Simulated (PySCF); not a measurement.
Correlation energy of In+ (indium, charge +1)

[Kr] 4d10 5s1 5p1, high-spin 3P determinant (an excited configuration). All numbers are calculated (PySCF 2.14, the non-relativistic Hamiltonian (point nucleus), in dyall-av2z). Frozen: [Kr] 4d10; 2 electrons correlated; the 62 highest virtual orbitals of each spin left out.

With two correlated electrons CCSD is exact within the correlated space (frozen core and kept virtual orbitals).

```
level  correlation energy (mhartree)
 CCSD                          -3.30
```

Diagnostics: T1 = 0.0027, D1 = 0.0045, largest double amplitude 0.032.

A non-relativistic calculation at this Z misses sizeable relativistic shifts.

Cost of the coupled-cluster step: about 8 core-seconds, for 2 correlated electrons.

Iterations:

```
CC2 = 0
CCSD nocc = (np.int64(2), np.int64(0)), nmo = (45, 45)
frozen orbitals [[0, 1, 2, 3, 4, 5, 6, 7, 8, 9, 10, 11, 12, 13, 14, 15, 16, 17, 18, 19, 20, 21, 22, 68, 69, 70, 71, 72, 73, 74, 75, 76, 77, 78, 79, 80, 81, 82, 83, 84, 85, 86, 87, 88, 89, 90, 91, 92, 93, 94, 95, 96, 97, 98, 99, 100, 101, 102, 103, 104, 105, 106, 107, 108, 109, 110, 111, 112, 113, 114, 115, 116, 117, 118, 119, 120, 121, 122, 123, 124, 125, 126, 127, 128, 129], [0, 1, 2, 3, 4, 5, 6, 7, 8, 9, 10, 11, 12, 13, 14, 15, 16, 17, 18, 19, 20, 21, 22, 68, 69, 70, 71, 72, 73, 74, 75, 76, 77, 78, 79, 80, 81, 82, 83, 84, 85, 86, 87, 88, 89, 90, 91, 92, 93, 94, 95, 96, 97, 98, 99, 100, 101, 102, 103, 104, 105, 106, 107, 108, 109, 110, 111, 112, 113, 114, 115, 116, 117, 118, 119, 120, 121, 122, 123, 124, 125, 126, 127, 128, 129]]
max_cycle = 100
direct = 0
conv_tol = 1e-08
conv_tol_normt = 1e-06
diis_space = 8
diis_start_cycle = 0
Init t2, MP2 energy = -0.00186719604349062
Init E_corr(UCCSD) = -0.00186719604534164
cycle = 1  E_corr(UCCSD) = -0.00264233460146516  dE = -0.000775138556  norm(t1,t2) = 0.0176386
cycle = 2  E_corr(UCCSD) = -0.00299062719929178  dE = -0.000348292598  norm(t1,t2) = 0.00853512
cycle = 3  E_corr(UCCSD) = -0.00330756359058606  dE = -0.000316936391  norm(t1,t2) = 0.00421422
cycle = 4  E_corr(UCCSD) = -0.00330375028560526  dE = 3.81330498e-06  norm(t1,t2) = 0.000284532
cycle = 5  E_corr(UCCSD) = -0.00330413553517473  dE = -3.85249569e-07  norm(t1,t2) = 2.61501e-05
cycle = 6  E_corr(UCCSD) = -0.00330400348378156  dE = 1.32051393e-07  norm(t1,t2) = 2.44597e-06
cycle = 7  E_corr(UCCSD) = -0.00330404145839074  dE = -3.79746092e-08  norm(t1,t2) = 5.26922e-07
cycle = 8  E_corr(UCCSD) = -0.00330403598747685  dE = 5.47091389e-09  norm(t1,t2) = 1.33403e-07
UCCSD converged
E(UCCSD) = -5739.846048673263  E_corr = -0.003304035987476847
```
